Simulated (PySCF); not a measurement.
GaI3, optimised at PBE/def2-SVP:

```xyz
4

Ga     0.5025    -0.1947    -0.3226
I     -0.2194     1.1138    -2.3252
I     -0.2195    -2.5722    -0.0579
I      1.9482     0.8734     1.4133
```

Energies from PySCF (xtb for GFN2), thermal terms from the rigid-rotor harmonic-oscillator model, ideal gas at 1 bar. All species are closed-shell singlets. I: scalar-relativistic def2 core potential, no spin-orbit coupling. Ga: all electrons, no relativistic terms.

### Question
List the harmonic frequencies (cm⁻¹, unscaled) at this level and at the other levels, each on its own geometry.

### Answer
- PBE/def2-SVP: 57, 57, 87, 152, 279, 279
- GFN2-xTB: 58, 58, 80, 163, 312, 312
- PBE0/def2-TZVP: 59, 60, 93, 160, 289, 289
